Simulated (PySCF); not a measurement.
## Dipole response of Cr (chromium, neutral)

[Ar] 3d4 4s2, high-spin 5D determinant (an excited configuration). Computed with PySCF 2.14 in aug-cc-pVQZ-DK (9s8p6d4f3g2h, 140 functions), with the spin-free X2C one-electron Hamiltonian (Gaussian nucleus). Coupled (time-dependent) response in atomic units; α is the mean over directions.

```
method  mean α (bohr³)         α xx, yy, zz  C₆ (like pair)  S(−4)
   PBE           80.12  82.56, 82.56, 75.26           802.2   3806
```

S(−4) is the Cauchy moment in α(ω) = α(0) + S(−4) ω² + …

α(iu) at PBE:

```
u (hartree)  α(iu) (bohr³)
          0          80.12
     0.0500          71.97
      0.100          56.52
      0.200          32.54
      0.300          20.27
      0.500          10.28
      0.750          5.925
       1.00          4.034
       1.50          2.353
       2.00          1.589
       3.00         0.8863
       5.00         0.4002
```

The components differ because the open shell of this determinant is not spherical; for a pure term their mean is the scalar polarisability.
